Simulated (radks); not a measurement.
Question: The mean radii <r> (bohr) of the occupied orbitals of an atom or ion are listed with their occupations. Method: scalar-relativistic Kohn-Sham, r2SCAN, spin-polarised, spherical densities, finite nucleus; meta-GGA in the generalised Kohn-Sham scheme; Fermi nuclear charge, rms radius of each element as measured or else 0.836 A^(1/3) + 0.57 fm; computed with a radial shooting solver on a logarithmic mesh with Libxc functionals.

orbital  occ.      <r>
1s up       1  0.02363
1s down     1  0.02363
2s down     1   0.1010
2s up       1   0.1010
2p down     3  0.08882
2p up       3  0.08882
3s up       1   0.2659
3s down     1   0.2658
3p up       3   0.2643
3p down     3   0.2641
3d up       5   0.2419
3d down     5   0.2417
4s up       1   0.6051
4s down     1   0.6050
4p up       3   0.6393
4p down     3   0.6392
4d up       5   0.6978
4d down     5   0.6982
5s up       1    1.400
5s down     1    1.411
5p up       3    1.571
5p down     3    1.585
4f up       2   0.8955

Name the element and its charge. Open shells, if any, are filled with parallel spins first.

Answer: Z = 60, neodymium, charge +4: Nd4+ in [Xe] 4f2. The 1s radius gives Z: for a bare nucleus <r> = (2 gamma + 1)/(2Z) with gamma = sqrt(1 - (Z/c)^2), 0.02332 bohr for Z = 60, and screening makes it slightly larger (0.02363 here). The occupations add up to 56, and the charge is Z minus that.
